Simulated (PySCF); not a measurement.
C4H6O3S.
Bonds: C1–C2 (double), C2–C3, C3–C4 (double), C3–S5, S5–O6 (double), S5–O7 (double), S5–O8. Hydrogens: H9, H10 on C1; H11 on C2; H12, H13 on C4; H14 on O8.

Torsions of this conformer, `[CH2:1]=[CH:2][C:3](=[CH2:4])[S:5](=[O:6])(=[O:7])[OH:8]`: C1–C2–C3–C4 178°, C2–C3–S5–O6 -176°, H–O8–S5–C3 -89°.

The closed-shell ground state was solved at several levels (PySCF, density fitting, gas phase, non-relativistic). Isolated species at its PBE0-D3(BJ)/def2-SVP geometry (one conformer only).

```csv
level,basis functions,total energy (Eh),HOMO (eV),LUMO (eV),gap (eV),dipole (D)
PBE0/pcSseg-1,173,-779.1711,-7.63,-1.80,5.83,4.34
wB97X-D/pcSseg-1,173,-779.5979,-9.42,-0.07,9.35,4.43
```

Q: Estimate the row for wB97X-D/def2-SVPD, a basis of 224 functions; the other rows only guide the guess.

A: Total energy -779.2768 Eh, HOMO -9.45 eV, LUMO -0.12 eV, gap 9.33 eV, dipole 4.43 D.

Q: Over all these levels, which gives the widest orbital gap and which the narrowest?

A: wB97X-D/pcSseg-1 (range-separated hybrid) has the widest, 9.35 eV, and PBE0/pcSseg-1 (global hybrid, 25 % exact exchange) the narrowest, 5.83 eV. The two share the basis. From the narrowest to the widest the HOMO moves by -1.79 eV and the LUMO by +1.73 eV.

Q: How far do the dipole and the HOMO energy spread over the levels?

A: The dipole runs from 4.34 to 4.43 D (mean 4.40 D) and the HOMO from -9.45 to -7.63 eV.

wB97X-D is run here without its empirical dispersion term; that term would change no orbital, density or response property at a fixed geometry.
